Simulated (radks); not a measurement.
The numbers below are computed, except where a source is named.
All-electron atom: Zr XXXVIII in [He] 2s1 (the NIST ground configuration). Code: a radial shooting solver on a logarithmic mesh with Libxc functionals. Model: Dirac Kohn-Sham, BLYP, spin-unpolarised, spherical densities, finite nucleus; Fermi nuclear charge, rms radius 4.2694 fm. Some entries of the table are withheld. Estimate them.

| orbital | occ. | eigenvalue (Ry) | <r> (bohr) | <r^2> (bohr^2) |
|---|---|---|---|---|
| 1s1/2 | 2 | -1549.043 | 0.03683 | 0.001826 |
| 2s1/2 | 1 | (1) | 0.1502 | 0.02644 |
| 2p1/2 | 0 | (2) | 0.1259 | 0.01918 |
| 2p3/2 | 0 | (3) | 0.1296 | 0.02021 |
| 3s1/2 | 0 | -163.5756 | 0.3493 | 0.1385 |

Answer. 
(1) 2s1/2 eigenvalue (Ry): -373.0614
(2) 2p1/2 eigenvalue (Ry): -367.2255
(3) 2p3/2 eigenvalue (Ry): -359.3685
